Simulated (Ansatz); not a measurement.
`[BH2][Ga]([OH])[F]` + HBr → `[OH][Ga]([F])[Br]` + BH₃ at 298.15 K and 1 bar (cleavage of the Ga–B bond).

Program: Ansatz. Geometries: PBE0-D4/def2-TZVP. ΔE: electronic, gas phase. CCSD(T)/CBS is the MP2 limit (def2-TZVPP, def2-QZVPP) plus CCSD(T) − MP2 in def2-TZVPP, frozen cores. This one scheme is used for every species. For Br, Ga outer-core shells are correlated without core-valence functions, which leaves a few kJ/mol of doubt a bond. Scalar relativity is left out up to krypton. Each species was taken in one conformer, which may not be the lowest.

| species | CCSD(T)/CBS energy (Eh) | H − E (kJ/mol) | S (J/(mol·K)) |
| --- | --- | --- | --- |
| `[BH2][Ga]([OH])[F]` | -2125.54859 | 112.5 | 332.9 |
| HBr | -2573.91920 | 24.6 | 198.6 |
| `[OH][Ga]([F])[Br]` | -4672.95707 | 61.5 | 335.6 |
| BH₃ | -26.55200 | 78.7 | 188.3 |

H − E and S are ideal-gas, rigid-rotor, harmonic terms from PBE0-D4/def2-TZVP, for one conformer and one mirror image of each species. 1 Eh = 2625.50 kJ/mol, R = 8.31446 J/(mol·K).

Question: By hand: ΔE, ΔH, ΔS and ΔG.

Answer: ΔE = (-4672.95707) + (-26.55200) − (-2125.54859) − (-2573.91920) = -0.04128 Eh = -108.4 kJ/mol. Δ(H − E) = 61.5 + 78.7 − 112.5 − 24.6 = 3.1, so ΔH = -105.3 kJ/mol. ΔS = 335.6 + 188.3 − 332.9 − 198.6 = -7.6 J/(mol·K). ΔG = -105.3 − 298.15 × (-7.6)/1000 = -103.0 kJ/mol.

Question: By hand: the equilibrium constant, and the temperature at which ΔG would vanish if ΔH and ΔS stayed fixed.

Answer: log₁₀ K = −ΔG/(RT ln 10) = 18.0. ΔG = 0 at ΔH/ΔS = 13855 K, far beyond where these terms or the molecules hold.

The number of gas molecules stays the same, so ΔS is small and ΔH decides. A doubt of 5 kJ/mol in ΔE shifts log₁₀ K by 0.9 here. Other conformers and mirror images would add mixing entropy, several J/(mol·K) or more a flexible species. These are equilibria of isolated gas molecules and say nothing of rates. Largest T1 diagnostic: 0.014 (customary marks: 0.02 for closed shells, 0.045 for open ones).
